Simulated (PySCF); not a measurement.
C8H2F4N2O. Atoms are numbered in the order given.

```xyz
17

F     -2.6543    -2.2429     0.7521
C     -1.9919    -1.1490     0.3830
C     -2.6868     0.0018     0.0275
C     -1.9688     1.1323    -0.3465
F     -2.6065     2.2470    -0.6986
C     -0.5736     1.1171    -0.3687
F      0.0686     2.2153    -0.7556
C      0.1405    -0.0404    -0.0083
C      1.6006    -0.0763    -0.0318
N      2.3839    -1.0987    -0.2106
N      3.6799    -0.6214    -0.1378
C      3.5873     0.6490     0.0777
O      2.3065     1.0730     0.1585
C     -0.5955    -1.1796     0.3696
F      0.0172    -2.2939     0.7377
H     -3.7769     0.0170     0.0413
H      4.3825     1.3816     0.1942
```

Geometry: B3LYP-D3(BJ)/def2-SVP. This is a generated structure with no PubChem entry under its InChIKey; it may be hypothetical. The values are those of a single conformer.

Calculation: PBE/pcSseg-1 (PySCF).

GIAO shieldings, no solvent; atoms listed in one row are averaged. δ = σ(ref) − σ: ¹⁹F against CFCl3 (σ = 133.6 ppm); ¹³C against TMS (σ = 182.0 ppm); ¹⁵N against NH3 (σ = 267.0 ppm); ¹⁷O against H2O (σ = 334.3 ppm); ¹H against TMS (σ = 31.49 ppm), references at their B3LYP-D3(BJ)/def2-TZVP geometries, non-relativistic.

Computed chemical shifts:
```
nucleus   atoms  count  δ (ppm)
-------  ------  -----  -------
¹⁹F         F15      1   -155.3
¹⁹F          F1      1   -159.1
¹⁹F          F5      1   -161.1
¹⁹F          F7      1   -163.2
¹³C          C9      1    162.1
¹³C         C12      1    156.5
¹³C      C2, C4      2    156.1
¹³C         C14      1    154.7
¹³C          C6      1    153.4
¹³C          C3      1    112.3
¹³C          C8      1    111.1
¹⁵N         N10      1    370.2
¹⁵N         N11      1    366.9
¹⁷O         O13      1    348.3
¹H          H17      1     8.52
¹H          H16      1     7.26
```
